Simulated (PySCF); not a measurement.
Bonds (- single, = double, # triple, : aromatic): C1-O2, O2-C3, C3=O4, C3-C5, C5:C6, C6:C7, C7:C8, C8-C9, C8:C10, C10:P11, P11:C5. C1 carries H12, H13, H14; C6 carries H15; C7 carries H16; C9 carries H17, H18, H19; C10 carries H20.

Theoretical values (PySCF 2.14.0 with density-fitted response routines): GFN2-xTB structure, PBE0/pcSseg-1 with gauge-including orbitals. Rapidly exchanging positions averaged, non-relativistic, gas phase, single conformer.

Referencing at the same level of theory: ¹³C (186.93 ppm) vs TMS.

**Question.** Do the ¹³C shifts follow the atomic charges (in e)? Tabulate both.

**Answer.** 
```json
{"atoms": "C3", "hybridisation": "sp2", "δ (ppm)": "173.5", "σ para (ppm)": "-238", "Hirshfeld": "+0.19", "IAO": "+0.51", "Mulliken": "+0.64", "ESP-fitted": "+0.72"}
{"atoms": "C10", "hybridisation": "sp2", "δ (ppm)": "166.5", "σ para (ppm)": "-246", "Hirshfeld": "-0.11", "IAO": "-0.40", "Mulliken": "-0.34", "ESP-fitted": "-0.02"}
{"atoms": "C5", "hybridisation": "sp2", "δ (ppm)": "162.9", "σ para (ppm)": "-243", "Hirshfeld": "-0.09", "IAO": "-0.29", "Mulliken": "-0.63", "ESP-fitted": "+0.02"}
{"atoms": "C8", "hybridisation": "sp2", "δ (ppm)": "151.9", "σ para (ppm)": "-226", "Hirshfeld": "+0.02", "IAO": "+0.05", "Mulliken": "-0.28", "ESP-fitted": "+0.08"}
{"atoms": "C6", "hybridisation": "sp2", "δ (ppm)": "142.6", "σ para (ppm)": "-210", "Hirshfeld": "-0.03", "IAO": "-0.11", "Mulliken": "+0.08", "ESP-fitted": "-0.36"}
{"atoms": "C7", "hybridisation": "sp2", "δ (ppm)": "135.4", "σ para (ppm)": "-204", "Hirshfeld": "-0.04", "IAO": "-0.16", "Mulliken": "-0.04", "ESP-fitted": "+0.00"}
{"atoms": "C1", "hybridisation": "sp3", "δ (ppm)": "53.3", "σ para (ppm)": "-105", "Hirshfeld": "-0.03", "IAO": "-0.21", "Mulliken": "-0.02", "ESP-fitted": "-0.27"}
{"atoms": "C9", "hybridisation": "sp3", "δ (ppm)": "28.0", "σ para (ppm)": "-85", "Hirshfeld": "-0.11", "IAO": "-0.43", "Mulliken": "-0.13", "ESP-fitted": "-0.58"}
```

Correlation coefficients of δ with charge over these carbons: Hirshfeld +0.38, IAO +0.46, Mulliken +0.01, ESP-fitted +0.72; with the paramagnetic shielding -1.00. Among the 6 sp2 carbons alone: Hirshfeld +0.34, IAO +0.30, Mulliken +0.12, ESP-fitted +0.66. With so few points, grouped by hybridisation, these coefficients are fragile. Charge is one influence among several: hybridisation and low-lying excitations act through the paramagnetic term.

Shifts are as computed. Against solution values, carbons near 30 ppm lie about +3 ppm off and those near 130 ppm about +5 ppm. Of 1211 compounds with measured shifts, 218 miss one by over three times the rms of a fit or turn the order of signals round; such compounds aren't used in these exercises.
